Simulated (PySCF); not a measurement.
germanium monoxide (GeO), singlet, geometry from GFN2-xTB; PySCF with CAMB3LYP/pcseg-1.

Input for PySCF:
```python
from pyscf import gto, scf, dft

mol = gto.Mole()
mol.atom = '''
    Ge   -0.00000000   -0.00000000   -0.31515709
    O     0.00000000    0.00000000    1.26062837
'''
mol.basis = 'pcseg-1'
mol.verbose = 4
mol.build()

mf = dft.RKS(mol)
mf.xc = 'camb3lyp'
mf.conv_tol = 1e-4
mf.kernel()
mf.analyze()
```

Output, abridged:

```
PySCF version 2.14.0

[INPUT] verbose = 4
[INPUT] num. atoms = 2
[INPUT] num. electrons = 40
[INPUT] charge = 0
[INPUT] spin (= nelec alpha-beta = 2S) = 0
[INPUT] symmetry False subgroup None
[INPUT] Mole.unit = angstrom
[INPUT] Symbol           X                Y                Z      unit          X                Y                Z       unit  Magmom
[INPUT]  1 Ge     0.000000000000   0.000000000000  -0.315157090000 AA    0.000000000000   0.000000000000  -0.595560586315 Bohr   0.0
[INPUT]  2 O      0.000000000000   0.000000000000   1.260628370000 AA    0.000000000000   0.000000000000   2.382242364157 Bohr   0.0

nuclear repulsion = 85.9694225097876
number of shells = 6
number of NR pGTOs = 107
number of NR cGTOs = 41
basis = pcseg-1
ecp = {}

******** <class 'pyscf.dft.rks.RKS'> ********
method = RKS
initial guess = minao
damping factor = 0
level_shift factor = 0
DIIS = <class 'pyscf.scf.diis.CDIIS'>
diis_start_cycle = 1
diis_space = 8
diis_damp = 0
SCF conv_tol = 0.0001
SCF conv_tol_grad = None
SCF max_cycles = 50
direct_scf = True
direct_scf_tol = 1e-13
XC library pyscf.dft.libxc version 7.1.2
    S. Lehtola, C. Steigemann, M. J. T. Oliveira, and M. A. L. Marques,  SoftwareX 7, 1–5 (2018)
XC functionals = camb3lyp
    T. Yanai, D. P. Tew, and N. C. Handy,  Chem. Phys. Lett. 393, 51 (2004)
radial grids:
    Treutler-Ahlrichs [JCP 102, 346 (1995); DOI:10.1063/1.469408] (M4) radial grids

becke partition: Becke, JCP 88, 2547 (1988); DOI:10.1063/1.454033
pruning grids: <function nwchem_prune>
grids dens level: 3
symmetrized grids: False
atomic radii adjust function: <function treutler_atomic_radii_adjust>
small_rho_cutoff = 0
Set gradient conv threshold to 0.01
Initial guess from minao.
tot grids = 34728
init E= -2151.40127876418
  HOMO = -0.33980655693545  LUMO = -0.0729002883307234  gap/eV = 7.26289
cycle= 1 E= -2151.84318087655  delta_E= -0.442  |g|= 0.985  |ddm|= 1.65
  HOMO = -0.141620946103797  LUMO = 0.0345303779960249  gap/eV = 4.79332
cycle= 2 E= -2150.0787962664  delta_E= 1.76  |g|= 2.77  |ddm|= 2.57
  HOMO = -0.361062040104222  LUMO = -0.0421089987508671  gap/eV = 8.67915
cycle= 3 E= -2152.07203106814  delta_E= -1.99  |g|= 0.0638  |ddm|= 1.96
  HOMO = -0.364156441240802  LUMO = -0.0318250189908828  gap/eV = 9.04320
cycle= 4 E= -2152.0737918089  delta_E= -0.00176  |g|= 0.0287  |ddm|= 0.14
  HOMO = -0.364601846012652  LUMO = -0.0296051260355883  gap/eV = 9.11573
cycle= 5 E= -2152.07396086538  delta_E= -0.000169  |g|= 0.00961  |ddm|= 0.0204
  HOMO = -0.365103067296351  LUMO = -0.0296074285828575  gap/eV = 9.12930
cycle= 6 E= -2152.07397996005  delta_E= -1.91e-05  |g|= 0.00227  |ddm|= 0.00706
  HOMO = -0.365624223197905  LUMO = -0.0297948836293446  gap/eV = 9.13838
Extra cycle  E= -2152.07397596486  delta_E= 4e-06  |g|= 0.00505  |ddm|= 0.00445
converged SCF energy = -2152.07397596486
**** SCF Summaries ****
Total Energy =                       -2152.073975964859073
Nuclear Repulsion Energy =              85.969422509787606
One-electron Energy =                -3169.257388654185434
Two-electron Energy =                  931.213990179538769
Two-electron Coulomb Energy =         1018.925234293991025
DFT Exchange-Correlation Energy =      -87.711244114452256
HOMO-LUMO gap [eV] =                     9.138381795841756
**** MO energy ****
MO #1   energy= -398.718011486084  occ= 2
MO #2   energy= -49.8021645187321  occ= 2
MO #3   energy= -44.3538016108501  occ= 2
MO #4   energy= -44.3538016108499  occ= 2
MO #5   energy= -44.3501364021703  occ= 2
MO #6   energy= -19.1845815280467  occ= 2
MO #7   energy= -6.30536532361866  occ= 2
MO #8   energy= -4.50187392584382  occ= 2
MO #9   energy= -4.50187392584381  occ= 2
MO #10  energy= -4.49395454195477  occ= 2
MO #11  energy= -1.33657270458151  occ= 2
MO #12  energy= -1.327019965252    occ= 2
MO #13  energy= -1.3270199016816   occ= 2
MO #14  energy= -1.3215379422292   occ= 2
MO #15  energy= -1.32153794222918  occ= 2
MO #16  energy= -1.01105294421261  occ= 2
MO #17  energy= -0.528854607902826 occ= 2
MO #18  energy= -0.391621842552155 occ= 2
MO #19  energy= -0.391621842552151 occ= 2
MO #20  energy= -0.365624223197905 occ= 2
MO #21  energy= -0.0297948836293446 occ= 0
MO #22  energy= -0.0297948836293427 occ= 0
MO #23  energy= 0.100645690658448  occ= 0
MO #24  energy= 0.245077747071365  occ= 0
MO #25  energy= 0.343456034134458  occ= 0
MO #26  energy= 0.343456086363677  occ= 0
MO #27  energy= 0.388930377238102  occ= 0
MO #28  energy= 0.388930377238109  occ= 0
 ** Mulliken pop on meta-lowdin orthogonal AOs  **
 ** Mulliken pop  **
 ** Mulliken atomic charges  **
charge of    0Ge =      0.63014
charge of    1O =     -0.63014
Dipole moment(X, Y, Z, Debye): -0.00000,  0.00000, -3.23392
```
